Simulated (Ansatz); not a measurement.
Reaction (redistribution): `CB[S][GeH3]` + `NB[SiH2][SiH3]` → `CBBN` + `[SiH3][SiH2][S][GeH3]`

Isolated molecules relaxed with PBE0-D4/def2-TZVP in Ansatz; ΔE leaves out vibrations. CCSD(T)/CBS is the MP2 limit (def2-TZVPP, def2-QZVPP) plus CCSD(T) − MP2 in def2-TZVPP, frozen cores. Functionals use def2-TZVPP. For Ge outer-core shells are correlated without core-valence functions, which leaves a few kJ/mol of doubt a bond. Scalar relativity is left out up to krypton. One conformer a species, not always the lowest.

| level | ΔE (eV) |
| --- | --- |
| PBE | 0.61 |
| r2SCAN | 0.57 |
| PBE0 | 0.57 |
| HF/def2-TZVPP | 0.42 |

**Question.** What does CCSD(T)/CBS give? (An estimate is asked.)

**Answer.** Computed: +0.51 eV. The listed levels differ from it by 0.10, 0.06, 0.06, -0.09 eV.

Largest T1 diagnostic among the species: 0.014.

The D4 term adds −0.04 eV with B3LYP and −0.03 eV with PBE0; it sums over pairs of atoms, weighted by their polarisabilities, and B3LYP, whose exchange is more repulsive, gets the larger term. From PBE to PBE0 (25 % exact exchange), in def2-TZVPP and without D4, ΔE moves by −0.05 eV.

B3LYP here is the variant with VWN-RPA as its local correlation; programs differ in this.
